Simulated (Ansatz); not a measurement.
Stepwise reaction of `Cl[SiH2][GeH3]` with hydrogen chloride, as a gas-phase model of exchange steps in deposition or etching. ΔE in kJ/mol; ΔG adds harmonic PBE0-D4 terms to CCSD(T)/CBS, at 1 bar.

Calculated with Ansatz (gas phase, PBE0-D4/def2-TZVP geometries, no zero-point term in ΔE). CCSD(T)/CBS is the MP2 limit (def2-TZVPP, def2-QZVPP) plus CCSD(T) − MP2 in def2-TZVPP, frozen cores. This one scheme is used for every species. Functionals use def2-TZVPP. B3LYP here is the variant with VWN-RPA as its local correlation; programs differ in this. For Ge outer-core shells are correlated without core-valence functions, which leaves a few kJ/mol of doubt a bond. Scalar relativity is left out up to krypton.

```
step                                           reaction  PBE-D4  B3LYP-D4  ωB97M-V  CCSD(T)/CBS  ΔG(600 K)
   1  `Cl[SiH2][GeH3]` + HCl → `Cl[SiH](Cl)[GeH3]` + H₂   -80.2     -78.6    -79.5        -78.5      -70.3
```

(1) Give the row of step 2, `Cl[SiH](Cl)[GeH3]` + HCl → `Cl[Si](Cl)(Cl)[GeH3]` + H₂. (Estimate.)

(2) By hand: ΔE of the 2 steps together at CCSD(T)/CBS.

Answers

(1) The calculation gave: 
```
step                                                 reaction  PBE-D4  B3LYP-D4  ωB97M-V  CCSD(T)/CBS  ΔG(600 K)
   2  `Cl[SiH](Cl)[GeH3]` + HCl → `Cl[Si](Cl)(Cl)[GeH3]` + H₂   -82.7     -80.7    -81.5        -79.6      -65.1
```

(2) (-78.5) + (-79.6) = -158.1 kJ/mol, or -79.0 kJ/mol a step.

In ΔE the steps differ by no more than 1.1 kJ/mol. All are downhill at CCSD(T)/CBS. ΔG lies between -70.3 and -65.1 kJ/mol a step. PBE-D4 differs from CCSD(T)/CBS by -3.1 to -1.7 kJ/mol a step. Isolated molecules leave out the surface, adducts and barriers. Largest T1 diagnostic: 0.011.
